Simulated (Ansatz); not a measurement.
The pair A = C2H4 (SMILES C=C) (first 6 atoms), B = N2 (SMILES N#N); geometry from B3LYP-D3(BJ)/def2-TZVP.
(charge 0, multiplicity 1):
```json
[
 {"atom": "C", "x (Å)": "-0.1422", "y (Å)": "0.7337", "z (Å)": "-0.1053"},
 {"atom": "C", "x (Å)": "0.3083", "y (Å)": "-0.5110", "z (Å)": "-0.1497"},
 {"atom": "H", "x (Å)": "0.3621", "y (Å)": "1.5414", "z (Å)": "-0.6220"},
 {"atom": "H", "x (Å)": "-1.0348", "y (Å)": "0.9960", "z (Å)": "0.4496"},
 {"atom": "H", "x (Å)": "-0.1974", "y (Å)": "-1.3171", "z (Å)": "0.3677"},
 {"atom": "H", "x (Å)": "1.2005", "y (Å)": "-0.7748", "z (Å)": "-0.7046"},
 {"atom": "N", "x (Å)": "0.1579", "y (Å)": "-0.1208", "z (Å)": "3.8778"},
 {"atom": "N", "x (Å)": "-0.6537", "y (Å)": "-0.5485", "z (Å)": "3.2880"}
]
```

Frozen-core correlation. MP2 and its Hartree–Fock in aug-cc-pVQZ, aug-cc-pVTZ are density fitted.

The values were computed with Ansatz (a program for electronic structure) with Gaussian orbitals. 

The counterpoise-corrected interaction energy is E(AB) − E(A in the pair's basis) − E(B in the pair's basis). Total energies (hartree):

```tsv
level	AB	A in the pair's basis	B in the pair's basis
HF/aug-cc-pVTZ	-187.0500069	-78.0648953	-108.9859370
MP2/aug-cc-pVTZ	-187.7691761	-78.4044208	-109.3637061
HF/aug-cc-pVQZ	-187.0615303	-78.0695839	-108.9927709
MP2/aug-cc-pVQZ	-187.8213244	-78.4275188	-109.3927009
MP2/aug-cc-pVDZ	-187.6060601	-78.3281956	-109.2769890
CCSD(T)/aug-cc-pVDZ	-187.6624007	-78.3683887	-109.2933343
```

Work out the counterpoise-corrected interaction energy at the basis-set limit: extrapolate the MP2 correlation part as X⁻³, take Hartree–Fock from the larger set, and add the CCSD(T) − MP2 difference of aug-cc-pVDZ.


1. Differences (1 hartree = 627.509 kcal/mol): HF/aug-cc-pVTZ 0.518; MP2/aug-cc-pVTZ -0.658; HF/aug-cc-pVQZ 0.517; MP2/aug-cc-pVQZ -0.693; MP2/aug-cc-pVDZ -0.549; CCSD(T)/aug-cc-pVDZ -0.425.
2. Correlation parts, MP2 less HF: -1.176 in aug-cc-pVTZ (X = 3), -1.211 in aug-cc-pVQZ (X = 4).
3. Limit (4³·(-1.211) − 3³·(-1.176))/(4³ − 3³) = -1.236; with HF/aug-cc-pVQZ it gives -0.718.
4. CCSD(T) less MP2 in aug-cc-pVDZ: 0.124.
Result: -0.59 kcal/mol, against -0.66 at MP2/aug-cc-pVTZ. It is an estimate of this method's limit, not of the exact value.
